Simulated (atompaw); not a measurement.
# palladium: one change to a PAW (atompaw) potential, before and after

```json
{"Element": "Pd", "Generator": "atompaw 4.2.0.5", "Type": "PAW", "Functional": "PBE", "Relativity": "scalar-relativistic", "Frozen core": "[Kr]", "Valence charge": "10", "Reference configuration": "4d10 5s0 5p0", "Partial waves": "5s (bound, empty): rc 3.00 bohr; 5s channel at 4.5 Ry: rc 3.00 bohr; 5p (bound, empty): rc 3.00 bohr; 5p channel at 2.7 Ry: rc 3.00 bohr; 4d (bound): rc 3.00 bohr; 4d channel at 0.3 Ry: rc 3.00 bohr", "Local potential": "bessel scheme, radius 2.70 bohr", "Core correction": "smooth core density matched at 1.75 bohr", "Augmentation charge": "sinc compensation charge, radius 2.85 bohr; PAW radius 3.00 bohr; waves and projectors: custom polynom2 7 10 vanderbiltortho"}
```

All-electron outer shells of the reference configuration (PBE, scalar-relativistic, ld1.x):

```csv
shell,level (eV),outermost node (bohr),outermost maximum (bohr)
4s,-85.33,0.45,0.85
4p,-51.20,0.46,0.91
4d,-4.05,0.45,1.10
5s,-3.32,1.15,2.67
5p,-0.31,1.32,4.52
```

Change: augmentation sinc compensation charge, radius 2.85 bohr; PAW radius 3.00 bohr; waves and projectors: modrrkj vanderbiltortho.

Cutoffs: the cutoffs (Ry, on a coarse ladder) from which the occupation-weighted sum of valence levels, in a spherical-Bessel basis at the reference potential, stays within 10 and 1 mRy of its value at 400 Ry; they do not see the model core or the augmentation charge, which bear on the density cutoff.

Problem. What does the change do?

Solution. The potential gets softer (21 Ry and 45 Ry → 10 Ry and 18 Ry); the range in which the s phases agree widens (upper end 3.2 → at the end of the scan); the range in which the p phases agree narrows (upper end 4.3 → 0.0); neither file shows a bound ghost.

```csv
quantity,base,changed
"cutoff, loose",21 Ry,10 Ry
"cutoff, tight",45 Ry,18 Ry
bound ghosts,none,none
s: phases at 3.02 bohr within 0.05 rad from the reference energy up to (Ry; the scan ends near 5),3.2,to the end of the scan
p: phases at 3.02 bohr within 0.05 rad from the reference energy up to (Ry; the scan ends near 5),4.3,0.0
d: phases at 3.02 bohr within 0.05 rad from the reference energy up to (Ry; the scan ends near 5),1.2,n/a
lowest overlap eigenvalue by channel,"s 0.60, p 0.85, d 0.96","s 0.26, p 0.39, d 1.00"
```

 The cutoffs see the waves, projectors and local potential, not the compensation charge or the core.
